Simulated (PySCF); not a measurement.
Species: B2Cl2H6N2.
SMILES with atom numbers: `[NH2:1][B@H-:2]([NH3+:3])[B:4]([Cl:5])[Cl:6]` (hydrogens: H7, H8 on N1; H9 on B2; H10, H11, H12 on N3)

Method: PySCF, PBE0-D3(BJ)/def2-SVP geometry optimisation, gas phase; density fitting, grid level 1; the optimiser is geomeTRIC in internal coordinates, started from a GFN2-xTB structure with every atom displaced at random (about 0.01 Å).

At the end of the run (lengths in Å): B4–Cl5 1.762, B2–H9 1.238, N1–B2 1.494, B2–N3 1.681, B2–B4 1.702, B4–Cl6 1.791, N1–H8 1.014, N1–B2–B4 119.0°, N1–B2–N3 106.3°, B2–B4–Cl5 123.0°, B2–B4–Cl6 121.8°, N1–B2–B4–Cl5 -48°, H9–B2–B4–Cl5 83°, H9–B2–N1–H7 -125°.

Question: These geometries were met on the way; a selection of coordinates is given. Order them by energy above the end point, lowest first.
A. B4–Cl5 1.800, B2–H9 1.237, N1–B2 1.541, B2–N3 1.646, B2–B4 1.698, B4–Cl6 1.787, N1–H8 1.015, N1–B2–B4 114.0°, N1–B2–N3 105.2°, B2–B4–Cl5 122.2°, B2–B4–Cl6 122.7°, N1–B2–B4–Cl5 -69°, H9–B2–B4–Cl5 60°, H9–B2–N1–H7 -139°
B. B4–Cl5 1.764, B2–H9 1.237, N1–B2 1.498, B2–N3 1.675, B2–B4 1.703, B4–Cl6 1.790, N1–H8 1.015, N1–B2–B4 118.3°, N1–B2–N3 106.0°, B2–B4–Cl5 122.7°, B2–B4–Cl6 122.1°, N1–B2–B4–Cl5 -54°, H9–B2–B4–Cl5 77°, H9–B2–N1–H7 -122°
C. B4–Cl5 1.753, B2–H9 1.232, N1–B2 1.497, B2–N3 1.682, B2–B4 1.713, B4–Cl6 1.803, N1–H8 1.013, N1–B2–B4 117.5°, N1–B2–N3 105.8°, B2–B4–Cl5 123.5°, B2–B4–Cl6 121.5°, N1–B2–B4–Cl5 -68°, H9–B2–B4–Cl5 63°, H9–B2–N1–H7 -136°
D. B4–Cl5 1.779, B2–H9 1.230, N1–B2 1.528, B2–N3 1.655, B2–B4 1.707, B4–Cl6 1.789, N1–H8 1.016, N1–B2–B4 114.6°, N1–B2–N3 104.2°, B2–B4–Cl5 123.3°, B2–B4–Cl6 122.2°, N1–B2–B4–Cl5 -69°, H9–B2–B4–Cl5 60°, H9–B2–N1–H7 -140°
E. B4–Cl5 1.689, B2–H9 1.171, N1–B2 1.472, B2–N3 1.714, B2–B4 1.730, B4–Cl6 1.769, N1–H8 1.034, N1–B2–B4 114.1°, N1–B2–N3 101.3°, B2–B4–Cl5 126.3°, B2–B4–Cl6 118.6°, N1–B2–B4–Cl5 -71°, H9–B2–B4–Cl5 61°, H9–B2–N1–H7 -144°

Answer: B (0.001 eV), C (0.012 eV), D (0.036 eV), A (0.069 eV), E (0.243 eV).

```csv
step,E above end (eV),"rms distance from the end, all atoms (Å)",largest force (eV/Å),rms shift of all bonds from the end (Å)
10,0.001,0.054,0.075,0.002
5,0.012,0.218,0.224,0.006
2,0.036,0.275,0.407,0.014
1,0.069,0.287,0.859,0.021
0,0.243,0.285,2.027,0.036
```

Rows stand in the order of the answer.
